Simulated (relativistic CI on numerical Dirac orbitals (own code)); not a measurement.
# Hyperfine structure of Hg LXIII, mass number 199

Computed by Dirac-Coulomb-Breit CI, orbitals from a KLI potential per configuration, model QED (radiative potential, 1s self-energy scaled to tabulated hydrogen-like ionisation energies), unscaled Slater integrals (own radial code, finite nucleus).

Configuration list (outside the closed core [Ne]): 3s2.3p6, 3s2.3p5.3d, 3s.3p6.3d, 3s2.3p5.4s, 3s2.3p5.4p, 3s2.3p5.4d, 3s.3p6.4s, 3s2.3p5.4f, 3p6.3d2, 3p5.3d3, 3p5.3d2.4s, 3p5.3d2.4p, 3p5.3d2.4d, 3p6.3d.4s, 3p5.3d.4s2, 3p5.3d.4s.4p, 3p5.3d.4s.4d. Double excitations out of closed p, d and f shells are left out; levels of such configurations are missing from the list, as are those of other unlisted configurations, and high levels can miss mixing partners. These lack a partner that the ground configuration has and come out too high: 3s2.3p5.4f.

Nuclear spin I = 1/2, μ = 0.5039 μN (tables of Stone and Pyykkö). The electronic factors are computed for point nuclear moments, without core polarisation or the Bohr-Weisskopf and QED corrections.

```
           Level   E (eV)  A (GHz)
3s2.3p5.3d 3P°_1   275.78    199.4
3s2.3p5.3d 3F°_3   279.52    212.6
3s2.3p5.3d 3D°_2   284.37    212.9
3s2.3p5.3d 3F°_4   384.16      140
3s2.3p5.3d 3D°_3   402.88    122.2
3s2.3p5.3d 1P°_1   435.86   -95.44
3s2.3p5.3d 3F°_2   778.74    819.2
  3s.3p6.3d 3D_1  1028.14    -1965
```

Levels with J = 0, under 50 % of one LS term, or S terms without an open s electron are left out. Small factors come from cancelling terms and can be off by tens of per cent or more.

At this charge energies of transitions that change n are usually good to better than 1 %, and those within a shell (Δn = 0) to a few per cent.

**Question.** Give the hyperfine levels of 3s2.3p5.3d 3F°_2 relative to its centre of gravity.

**Answer.** With K = F(F + 1) − I(I + 1) − J(J + 1), E = AK/2: F = 3/2: -1229, F = 5/2: 819.2 GHz.

LS names give the leading component of a level, which can be under half, so a name can repeat, a term be missing and a line seem to break the LS rules.
